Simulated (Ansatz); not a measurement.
C2H10GeN2, SMILES `C[NH][GeH2][NH]C`. Charge 0, multiplicity 1.

```csv
atom,x (Å),y (Å),z (Å)
C1,1.617,-0.091,-1.426
N2,1.614,0.136,0.004
Ge3,0.235,1.045,0.785
N4,-1.376,0.396,0.182
C5,-1.795,-0.934,0.569
H6,1.406,0.847,-1.946
H7,2.606,-0.424,-1.756
H8,0.876,-0.824,-1.772
H9,1.940,-0.661,0.530
H10,0.259,2.519,0.346
H11,0.452,0.867,2.306
H12,-2.132,1.064,0.203
H13,-2.130,-1.023,1.614
H14,-2.608,-1.286,-0.073
H15,-0.963,-1.631,0.435
```

(1) List the harmonic frequencies (cm⁻¹, unscaled) at PBE0-D4/def2-TZVP in Ansatz. (Best estimate.)

(2) Is this a minimum?

(3) Give the ideal-gas thermochemistry at 298.15 K and 1 bar (rigid rotor, harmonic oscillator; point group C1, symmetry number 1).

(4) And at 400, 500, 600, 800 and 1000 K?

## Answers

(1) The calculation gave: 49, 104, 118, 151, 178, 221, 315, 453, 487, 544, 637, 684, 724, 787, 848, 1086, 1095, 1136, 1138, 1141, 1144, 1390, 1396, 1452, 1456, 1484, 1489, 1508, 1509, 2107, 2156, 2981, 3000, 3058, 3066, 3096, 3103, 3599, 3613.

(2) Yes, all 39 modes are real.

(3) Zero-point energy 326.0 kJ/mol; H(298) − E = 351.2 kJ/mol; entropy 382.8 J/(mol·K), of which translation 170.0, rotation 114.3, vibration 98.5; G(298) − E = 237.0 kJ/mol. Modes under 100 cm⁻¹ are hindered rotations or soft bends, so the harmonic entropy is rough.

(4) 
```csv
T (K),H − E (kJ/mol),S (J/mol/K),G − E (kJ/mol)
400,365.8,424.9,195.9
500,382.9,462.9,151.5
600,402.3,498.1,103.4
800,446.6,561.6,-2.7
1000,496.7,617.5,-120.8
```
